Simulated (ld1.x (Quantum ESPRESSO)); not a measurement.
# Before and after: TM semilocal potential for As

As (Z = 33), norm-conserving Troullier–Martins (semilocal form), made with ld1.x (Quantum ESPRESSO) 7.5 (LDA (PZ), scalar-relativistic). Core [Ar] 3d10, reference 4s2 4p2.5 (charge +0.5). Waves: 4p (bound): rc 2.05 bohr; 4s (bound): rc 1.60 bohr. Local part: the s channel. Core correction: a·sin(br)/r model core inside 1.40 bohr.

Change: wave 4p (bound): rc 2.05 bohr becomes 4p (bound): rc 1.64 bohr.

Cutoffs: the cutoffs (Ry, on a coarse ladder) from which the occupation-weighted sum of valence levels, in a spherical-Bessel basis at the reference potential, stays within 10 and 1 mRy of its value at 400 Ry; they do not see the model core or the augmentation charge, which bear on the density cutoff. Errors are all-electron minus pseudo energies relative to the spin-unpolarised reference configuration.

Task: How do hardness, ghosts and transferability respond?

Result: The potential gets neither clearly harder nor softer (35 Ry and 50 Ry → 35 Ry and 50 Ry); of the 9 tests that both files solve, the error grows in 4 and shrinks in 0 by more than 15 % and 0.3 meV (median size 10.4 → 11.9 meV); neither file shows a bound ghost. That the errors move this way runs against the usual rule that smaller radii transfer better. A semilocal file is local in each channel, so a ghost entry of none says nothing of the separable form that plane-wave codes build from it.

```csv
quantity,base,changed
"cutoff, loose",35 Ry,35 Ry
"cutoff, tight",50 Ry,50 Ry
bound ghosts,none,none
"error for 4s2 4p3, meV [ΔE -3.64 eV]",+0.5,+0.4
"error for 4s2 4p2, meV [ΔE 5.69 eV]",-1.5,-1.4
"error for 4s2 4p1, meV [ΔE 23.85 eV]",-16,-15
"error for 4s2 4p3.3, meV [ΔE -4.91 eV]",+0.6,+0.5
"error for 4s1 4p3, meV [ΔE 15.85 eV]",-8.5,-9.8
"error for 4s0 4p5, meV [ΔE 15.57 eV]",-14,-17
"error for 4s1 4p0, meV [ΔE 103.00 eV]",-284,-273
"error for 4s2 4p2.5 (spin-polarised), meV [ΔE -1.03 eV]",+10,+12
"error for 4s2 4p3 (spin-polarised), meV [ΔE -4.96 eV]",+13,+15
```
